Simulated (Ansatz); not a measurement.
`CB[SiH2]S` + `BF` → `CBBF` + `[SiH3]S`  (formal exchange of groups at a B–Si bond)

Isolated molecules relaxed with PBE0-D4/def2-TZVP in Ansatz; ΔE leaves out vibrations. CBS: MP2 limit from def2 TZ/QZ plus the TZ coupled-cluster correction, frozen cores. This one scheme is used for every species. DFT in def2-TZVPP. B3LYP here is the variant with VWN-RPA as its local correlation; programs differ in this. One conformer a species, not always the lowest.

| level | ΔE (kJ/mol) |
| --- | --- |
| BLYP-D4 | 9.0 |
| CAM-B3LYP-D4 | 6.3 |
| B3LYP | 2.1 |
| r2SCAN0 | 7.8 |
| RPA@PBE/def2-TZVPP | 10.5 |
| HF/def2-TZVPP | 2.3 |
| MP2/def2-TZVPP | 12.6 |
| CCSD(T)/def2-TZVPP | 10.6 |

(1) What does CCSD(T)/CBS give? (Estimate.)

Largest T1 diagnostic among the species: 0.013.

## Answers

(1) The calculation gave: +10.9 kJ/mol. The listed levels differ from it by -1.9, -4.6, -8.8, -3.1, -0.4, -8.6, 1.7, -0.3 kJ/mol.

The D4 term adds +6.7 kJ/mol with B3LYP and +3.8 kJ/mol with PBE0; it sums over pairs of atoms, weighted by their polarisabilities, and B3LYP, whose exchange is more repulsive, gets the larger term. Leaving LDA and LC-ωPBE aside and taking each functional with its dispersion term where it has one, the values, not all of them listed here, spread over 6.3 kJ/mol, from B97M-V to revPBE-D4. In def2-TZVPP, CCSD(T) changes the Hartree–Fock value by +8.3 kJ/mol (the triples alone add +1.9 kJ/mol) and MP2 by +10.3 kJ/mol.
